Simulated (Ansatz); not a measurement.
Total energies of the cluster Au₂Cl₂ from Ansatz at PBE0-D4/def2-TZVP, gas phase (1 Eh = 27.2114 eV = 2625.5 kJ/mol). The reference geometry is relaxed at PBE0-D4/def2-SVP.

Cartesian coordinates in Å:
```
Au 0.5988 -1.2525 -0.1185
Au -0.5983 1.2526 0.1182
Cl 0.3587 -0.0243 2.0742
Cl -0.3592 0.0241 -2.0739
```

```tsv
state	geometry	energy (Eh)
charge 0 singlet	reference	-1191.64813
charge 1 doublet	reference	-1191.30468
charge 1 doublet	relaxed at PBE0-D4/def2-SVP	-1191.31877
charge 0 triplet	relaxed at PBE0-D4/def2-SVP	-1191.61430
charge 0 quintet	relaxed at PBE0-D4/def2-SVP	-1191.50518
free Au atom (doublet)	–	-135.70229
free Cl atom (doublet)	–	-459.99739
```

In the def2 sets Au takes a core potential; there is no spin–orbit coupling.

Question: Work out the vertical ionisation energy to the doublet.

Answer: E(charge 1 doublet) − E(charge 0 singlet) = -1191.30468 − (-1191.64813) = 0.34345 Eh = 9.35 eV. For comparison, −ε of the highest occupied level is 7.42 eV at this level, 1.93 eV less.

Question: How much does the charge 1 doublet relax, and what is the adiabatic ionisation energy?

Answer: Relaxation: -1191.30468 − (-1191.31877) = 0.01409 Eh = 0.38 eV. Adiabatic ionisation energy: 0.32936 Eh = 8.96 eV, without zero-point energy. 

Question: Which of the charge 0 states is lowest, and how far above it are the others?

Answer: The singlet. triplet: -1191.61430 − (-1191.64813) = 0.03383 Eh = 88.8 kJ/mol; quintet: -1191.50518 − (-1191.64813) = 0.14295 Eh = 375.3 kJ/mol. The triplet differs in its bonds from the reference. The quintet differs in its bonds from the reference.

Question: What is the binding energy per atom against free atoms?

Answer: Atoms: 2 × (-135.70229) + 2 × (-459.99739) = -1191.39936 Eh. Binding: -1191.39936 − (-1191.64813) = 0.24877 Eh = 6.77 eV, or 1.69 eV for each of 4 atoms (no zero-point energy, no counterpoise term).

The structure comes from a short search, and lower isomers may exist.
